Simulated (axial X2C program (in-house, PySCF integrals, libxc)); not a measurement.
# Nuclear properties of SeBr⁻

Calculated with an in-house all-electron X2C program for linear molecules (integrals from PySCF): two-component X2C with atomic mean-field Coulomb and Gaunt terms, Gaussian nuclei, basis Br dyall-acv3z, Se dyall-acv3z with contracted cores.

R = 2.391 Å (near the PBE0 minimum at charge -1 of the determinant lowest at the starting distance; the state shown can have its own minimum elsewhere).

Determinant lowest in the PBE0 search, Ω = 0 (closed shell), highest spinor 78% Se p, 11% Br p, 7% Br d:

```json
{"level": "PBE0", "qzz Br (a.u.)": "6.69", "qzz Se (a.u.)": "10.29"}
{"level": "HF", "qzz Br (a.u.)": "6.14", "qzz Se (a.u.)": "11.18"}
{"level": "PBE50", "qzz Br (a.u.)": "6.60", "qzz Se (a.u.)": "10.68"}
{"level": "PBE", "qzz Br (a.u.)": "6.75", "qzz Se (a.u.)": "9.88"}
{"level": "LDA", "qzz Br (a.u.)": "6.90", "qzz Se (a.u.)": "10.09"}
```

Determinant 1.29 eV from it at PBE0 and this distance, Ω = 2 (⟨Sz⟩ = 1.00, ⟨Lz⟩ = 1.00 at PBE0), spin on the atoms Br 0.21, Se 0.79:

```csv
level,Eeff magnitude (GV/cm),Ws magnitude Br (kHz),Ws magnitude Se (kHz),A∥/gI Br (MHz),qzz Br (a.u.),A∥/gI Se (MHz),qzz Se (a.u.)
PBE0,0.109,0.743,0.708,366,2.92,542,1.80
HF,0.279,0.885,0.932,367,2.86,598,1.72
PBE50,0.0226,0.808,0.79,369,2.94,574,1.62
PBE,0.195,0.665,0.612,367,2.87,503,2.07
LDA,0.212,0.651,0.594,386,2.83,537,2.03
```

Eeff is the effective electric field on the electron electric dipole moment in this Ω state and Ws the scalar–pseudoscalar constant of the nucleus named (defined with the proton number Z and per Ω); A∥ (defined per Ω) follows by multiplying with gI = μI/(I μN); qzz is the electric field gradient, eQq0 = 234.96 MHz × Q/barn × qzz. The operators were transformed with the bare-nucleus X2C matrices; with these basis sets, hyperfine constants and field gradients can be off by tens of per cent, and where levels differ in sign neither size nor sign is settled.

**Question.** With Q(79Br) = 0.3087 barn (Q from Pyykkö, Mol. Phys. 2018), turn the PBE0 values of the first state into constants in MHz.

**Answer.** eQq0(79Br) = 234.96 × (0.3087) × (6.69) = 485 MHz.

Each state is one determinant with collinear spin, which with several unpaired electrons need not be a pure state. Unrestricted Hartree–Fock can overshoot spin polarisation at the nuclei. In the state Ω = 2 the sign of Eeff differs between levels (HF against PBE0). For an anion, determinants above electron detachment, or with a positive highest level, are held by the basis set. With several open shells hyperfine constants can be off by a factor of several. Where Eeff spreads by more than a factor of two the levels disagree and none is to be relied on. Open-shell Ω = 0 determinants with evenly filled partner blocks cannot be reached by this program, so the Ω shown need not be the lowest component. The search compared states at one distance, so a state with another bond length can lie lower. Further determinants of the search, some of them spin-mixed, are not shown. PBE0 term energies can be off by some tenths of an eV.
